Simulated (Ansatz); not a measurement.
Computed with Ansatz on PBE0-D4/def2-TZVP structures; ΔE is electronic, products minus reactants. CCSD(T)/CBS adds triple-zeta CCSD(T) − MP2 to the extrapolated MP2 energy (def2 sets, frozen cores). DFT in def2-TZVPP. Elements past krypton have def2 core potentials. For Br, Zr outer-core shells are correlated without core-valence functions, which leaves a few kJ/mol of doubt a bond. Scalar relativity is left out up to krypton. One conformer a species, not always the lowest.

Reaction (ligand exchange at a Zr–Br bond): `[F][Zr]([F])([F])[Br]` + `CNC` → `C[N](C)[Zr]([F])([F])[F]` + HBr

```json
{"species": "`[F][Zr]([F])([F])[Br]`", "RPA@PBE/def2-TZVPP energy (Eh)": "-2919.67239"}
{"species": "`CNC`", "RPA@PBE/def2-TZVPP energy (Eh)": "-135.23492"}
{"species": "`C[N](C)[Zr]([F])([F])[F]`", "RPA@PBE/def2-TZVPP energy (Eh)": "-481.45170"}
{"species": "HBr", "RPA@PBE/def2-TZVPP energy (Eh)": "-2573.42615"}
```

Q: Work out ΔE.

A: ΔE = (-481.45170) + (-2573.42615) − (-2919.67239) − (-135.23492) = 0.02946 Eh = +77.3 kJ/mol. CCSD(T)/CBS gives +85.4 kJ/mol.

Largest T1 diagnostic among the species: 0.016.

At CCSD(T), def2-SVP lies −16.4 kJ/mol from the extrapolated value and def2-TZVPP −3.8 kJ/mol. From BLYP to BHLYP (50 % exact exchange), in def2-TZVPP and without D4, ΔE moves by +10.3 kJ/mol.
